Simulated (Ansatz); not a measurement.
GeMeCl3 (CH3Cl3Ge). Total charge 0; singlet. Geometry relaxed at r2SCAN-D4/def2-SVP.

```xyz
8

Ge   -0.188   -0.516   -0.590
C     0.261    0.717    0.819
H    -0.453    1.553    0.806
H     1.280    1.094    0.656
H     0.206    0.195    1.785
Cl    1.199   -2.158   -0.656
Cl   -0.149    0.450   -2.510
Cl   -2.156   -1.334   -0.310
```

(1) Estimate the harmonic wavenumbers at RKS r2SCAN-D4/def2-SVP (Ansatz, unscaled). Is this a minimum?

## Answers

(1) 103, 131, 131, 168, 168, 171, 397, 439, 439, 626, 809, 809, 1242, 1418, 1418, 3057, 3185, 3185 cm⁻¹. Yes, no mode is imaginary beyond noise. Zero-point energy 107.0 kJ/mol. It took 83 s on 4 threads of Intel Xeon on a shared host.
